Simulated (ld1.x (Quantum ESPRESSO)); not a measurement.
# Tl (Z = 81), TM: configuration errors across variants

* Element: thallium
* Generator: ld1.x (Quantum ESPRESSO) 7.5
* Type: norm-conserving Troullier–Martins (Kleinman–Bylander form)
* Functional: PBE
* Relativity: scalar-relativistic
* Frozen core: [Xe] 4f14 5d10
* Valence charge: 3
* Reference configuration: 6s2 6p1
* Partial waves: 6p (bound): rc 2.85 bohr; 6s (bound): rc 2.20 bohr
* Local potential: the s channel
* Core correction: none

All-electron excitation energies from the reference (eV): (1) 6s2 6p0 5.167; (2) 6s1 6p0 25.947; (3) 6s2 6p0.5 1.853; (4) 6s2 6p1.3 -0.494; (5) 6s1 6p1 13.444; (6) 6s1 6p2 7.403; (7) 6s0 6p3 15.210.

Tests that are not counted but printed errors over 1 eV. “local potential all-electron potential smoothed inside 1.70 bohr (lloc = -1)”: 6s0 6p3 (solver errors, printed error -28.2 eV); 6s1 6p2 (solver errors, printed error -28.0 eV); 1 more.

4 further variants failed, have other tests or another functional or relativity, and are left out.

A true bound ghost makes a file unfit for plane-wave use even where its test errors are small: the radial tests pick states by their node count and pass the ghost by. Where a test does run into it, the solver fails or the error is huge.

Errors AE − PS in meV (a dash: test not solved or not reliable):

```csv
change,(1),(2),(3),(4),(5),(6),(7),bound ghosts
base,+47,+105,+8.7,+2.1,-7.4,+35,+189,none
wave 6p (bound): rc 2.85 bohr becomes 6p (bound): rc 2.50 bohr,+48,+106,+8.7,+2.1,-8.1,+34,+188,none
local potential all-electron potential smoothed inside 1.70 bohr (lloc = -1),+47,+101,–,+1.1,–,–,–,"s, d, p"
wave 6s (bound): rc 2.20 bohr becomes 6s (bound): rc 3.30 bohr,+54,+78,+9.6,+2.3,-49,-13,+33,none
```

Q: Give the same row for: all radii scaled by about 1.33 (s 2.92, p 3.78 bohr).

A: +44, +67, +8.4, +2.2, -17, +23, +139; bound ghosts: none.
